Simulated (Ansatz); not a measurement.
Frontier orbitals of C$_{10}$H$_{11}$FOTi (`[OH][Ti]12345678([F])([C@H]9[C@@H]1[C@@H]2[C@@H]3[C@H]94)[C@H]1[C@@H]5[C@@H]6[C@@H]7[C@H]18`).

Cartesian coordinates in Å:
```
O -0.505 2.149 -0.179
Ti 0.252 0.444 -0.167
F 1.933 0.861 -0.760
C -0.128 0.774 2.202
C 1.263 0.798 1.999
C 1.659 -0.484 1.560
C 0.516 -1.287 1.472
C -0.602 -0.502 1.856
C -1.258 -1.218 -0.987
C 0.003 -1.452 -1.588
C 0.277 -0.369 -2.444
C -0.778 0.547 -2.344
C -1.731 0.022 -1.442
H -0.203 2.736 0.517
H -0.745 1.602 2.515
H 1.914 1.652 2.110
H 2.657 -0.765 1.265
H 0.487 -2.319 1.156
H -1.630 -0.827 1.898
H -1.761 -1.875 -0.295
H 0.639 -2.309 -1.427
H 1.194 -0.218 -2.992
H -0.819 1.522 -2.804
H -2.635 0.517 -1.122
```

Total charge 0; spin multiplicity 1. Correlated methods include outer-core shells of Ti, which these sets cover unevenly. Scalar relativity is left out up to krypton. Geometry: relaxed with PBE0-D4/def2-TZVP. It is one conformer, not always the lowest. Basis def2-TZVPP, the Gaussian-basis code of Ansatz.

Orbital energies of one run (eV). Highest occupied ones, from the top: -5.77, -6.15, -6.26, -6.95, -7.57, -8.06, -9.00, -9.07, -9.59, -9.74, -9.76, -9.90, -9.95, -9.97. Empty: -2.20, -1.81, -1.59, -1.38, -1.17, -0.13.

**Question.** Which functional gave them?
A. B97M-V
B. B3LYP
C. BHLYP
D. r2SCANh

**Answer.** A. HOMO energies: B97M-V -5.77, BHLYP -7.40, B3LYP -6.37, r2SCANh -6.12 eV.

B3LYP here is the variant with VWN-RPA as its local correlation; programs differ in this.
